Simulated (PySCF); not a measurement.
A ladder of Hamiltonians for Li⁺ (lithium, charge +1)

Occupied: 1s1/2. Hartree-Fock calculated with PySCF 2.14 in an even-tempered Gaussian basis (17 s from 0.015 bohr⁻², ratio 2.7; 10 p from 0.018 bohr⁻², ratio 2.7), Gaussian nucleus throughout. NR is non-relativistic, sf-X2C the spin-free one-electron X2C Hamiltonian, X2C adds the bare one-electron spin-orbit term, X2C-SNSO screens it by Boettger's factors, DC is four-component Dirac-Coulomb, and the Gaunt and Breit terms are added at first order (total energies over the DC spinors, levels after relaxing the spinors in that mean field). QED terms are absent. Levels marked empty are virtual spinors of this ion.

```
   level (eV)       NR   sf-X2C      X2C  X2C-SNSO
        1s1/2  -75.984  -75.989  -75.989   -75.989
2s1/2 (empty)   -5.342   -5.342   -5.342    -5.342
2p1/2 (empty)   -3.500   -3.500   -3.500    -3.500
2p3/2 (empty)   -3.500   -3.500   -3.500    -3.500
3s1/2 (empty)   -1.904   -1.904   -1.904    -1.904
```

Q: Where do the four-component calculations put these levels?

A: 1s1/2: DC -75.992, DC+Gaunt -75.986, DC+Breit -75.986; 2s1/2 (empty): DC -5.342, DC+Gaunt -5.342, DC+Breit -5.342; 2p1/2 (empty): DC -3.500, DC+Gaunt -3.500, DC+Breit -3.500; 2p3/2 (empty): DC -3.500, DC+Gaunt -3.500, DC+Breit -3.500; 3s1/2 (empty): DC -1.904, DC+Gaunt -1.904, DC+Breit -1.904 (eV).

| Hamiltonian | E (hartree) | E − E(DC) (hartree) | CPU seconds |
| --- | --- | --- | --- |
| NR | -7.2364 | 0.0008 | 0.23 |
| sf-X2C | -7.2370 | 0.0001 | 0.12 |
| X2C | -7.2370 | 0.0001 | 0.12 |
| X2C-SNSO | -7.2370 | 0.0001 | 0.12 |
| DC | -7.2372 | 0.0000 | 1 |
| DC+Gaunt | -7.2369 | 0.0003 | 2.5 |
| DC+Breit | -7.2369 | 0.0003 | 30 |

Weight of the small component: 1s1/2 9.63e-05, 2s1/2 5.51e-06, 2p1/2 3.75e-06, 2p3/2 3.75e-06, 3s1/2 2.96e-06.

Koopmans' value for the highest occupied level at DC+Breit: 75.986 eV, against an ionisation energy of 75.640 eV (theoretical estimate listed by NIST; NIST Atomic Spectra Database, ionization energies); the former lacks relaxation, correlation, QED and recoil.

Measured binding energies of an electron added to this ion (NIST): 2s1/2 5.392 eV, 2p1/2 3.544 eV, 2p3/2 3.544 eV, 3s1/2 2.019 eV; the virtual levels lack core polarisation.

The whole ladder took 34 s of wall time on 1 thread of Neoverse-N1 (shared host), launched as `OMP_NUM_THREADS=1 python relrun2.py TASK.json OUT` (a driver that calls PySCF for each Hamiltonian).
